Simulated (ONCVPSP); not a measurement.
# Reading a pseudo-wave (magnesium (Mg))

Columns: radius, all-electron u(r) and pseudo u(r) of the 2s shell (level -79.30 eV) of magnesium in the configuration [He] 2s2 2p6 3s2; LDA (Perdew-Wang 92), scalar-relativistic, ONCV scheme, ONCVPSP 4.0.1.

```json
{"r (bohr)": "0.070", "all-electron": "-0.5590", "pseudo": "0.2423"}
{"r (bohr)": "0.140", "all-electron": "-0.2680", "pseudo": "0.4725"}
{"r (bohr)": "0.210", "all-electron": "0.2059", "pseudo": "0.6798"}
{"r (bohr)": "0.280", "all-electron": "0.6282", "pseudo": "0.8551"}
{"r (bohr)": "0.350", "all-electron": "0.9339", "pseudo": "0.9925"}
{"r (bohr)": "0.420", "all-electron": "1.1218", "pseudo": "1.0887"}
{"r (bohr)": "0.490", "all-electron": "1.2128", "pseudo": "1.1436"}
{"r (bohr)": "0.560", "all-electron": "1.2326", "pseudo": "1.1604"}
{"r (bohr)": "0.630", "all-electron": "1.2029", "pseudo": "1.1435"}
{"r (bohr)": "0.700", "all-electron": "1.1415", "pseudo": "1.0995"}
{"r (bohr)": "0.770", "all-electron": "1.0614", "pseudo": "1.0353"}
{"r (bohr)": "0.840", "all-electron": "0.9720", "pseudo": "0.9578"}
{"r (bohr)": "0.910", "all-electron": "0.8796", "pseudo": "0.8731"}
{"r (bohr)": "0.980", "all-electron": "0.7886", "pseudo": "0.7862"}
{"r (bohr)": "1.050", "all-electron": "0.7018", "pseudo": "0.7012"}
{"r (bohr)": "1.120", "all-electron": "0.6207", "pseudo": "0.6206"}
{"r (bohr)": "1.190", "all-electron": "0.5461", "pseudo": "0.5461"}
{"r (bohr)": "1.260", "all-electron": "0.4784", "pseudo": "0.4784"}
{"r (bohr)": "1.330", "all-electron": "0.4176", "pseudo": "0.4176"}
{"r (bohr)": "1.400", "all-electron": "0.3634", "pseudo": "0.3634"}
{"r (bohr)": "1.470", "all-electron": "0.3155", "pseudo": "0.3154"}
{"r (bohr)": "1.540", "all-electron": "0.2732", "pseudo": "0.2731"}
{"r (bohr)": "1.610", "all-electron": "0.2361", "pseudo": "0.2361"}
{"r (bohr)": "1.680", "all-electron": "0.2037", "pseudo": "0.2037"}
{"r (bohr)": "1.750", "all-electron": "0.1755", "pseudo": "0.1755"}
{"r (bohr)": "1.820", "all-electron": "0.1510", "pseudo": "0.1510"}
```

Task: How many radial nodes do the two functions have?

Result: The all-electron 2s function has n − l − 1 = 1; the pseudo-wave has 0, since the states of the same l below it are removed with the core.

Task: At about which radius was the pseudo-wave matched?

Result: 1.40 bohr. The columns agree to 0.0005 from 1.12 bohr on; several derivatives are matched, so the curves merge somewhat inside the radius.

Task: Where does each function peak?

Result: Outermost all-electron maximum near 0.56 bohr, pseudo maximum near 0.56 bohr (to the table’s step).

Task: Is the pseudo-wave norm-conserving?

Result: Yes: the ONCV scheme keeps the norm inside the radius equal to the all-electron one, which fixes the energy derivative of the logarithmic derivative at the level.
